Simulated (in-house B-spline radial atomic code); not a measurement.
Removing one electron from I5+

Closed shell [Kr] 4d10 5s2. Computed with an all-electron radial atomic-structure program (B-spline basis): Koopmans values of Dirac-Hartree-Fock plus a diagonal self-energy, in second order or with its direct term screened (direct RPA, with the hole-particle interaction, or full time-dependent Hartree-Fock), linearised in energy; no-pair Dirac-Coulomb Hamiltonian, finite nucleus. Shifts add to the Koopmans value (the ΔSCF shift is orbital relaxation alone); the final value takes TDHF screening with Breit and QED.

Command:
```bash
python run_mb.py task.json out
```
Settings (nuclear radius in fm, box in bohr, cutoff in hartree):
```
basis_form          2
Z                   53
core_configuration  [Kr] 4d10 5s2
rms_radius          4.75
mass_number         127
speed_of_light      137.036
box_radius          10.79
lmax                7
intervals           62
virtual_cutoff      11236.0
```

Run time, properties included: 34 s on 1 thread of Arm Neoverse V2 (shared host).

Energies in eV:

| subshell | Koopmans | ΔSCF shift | second order | direct RPA | hole-particle | TDHF | Breit + QED | final |
| --- | --- | --- | --- | --- | --- | --- | --- | --- |
| 5s1/2 | 72.51 | -0.223 | ? | ? | ? | ? | ? | ? |

(1) What does the self-energy do to 5s1/2?

Results:

(1) It shifts the removal energy by 2.392 eV in second order, 1.268 with direct RPA, 1.461 with the hole-particle term and 1.651 with TDHF screening (quasi-particle weight 0.978); Breit and QED add -0.065 eV. The final value is 74.10 eV, against 74.4 ± 0.4 eV (NIST, semi-empirical).
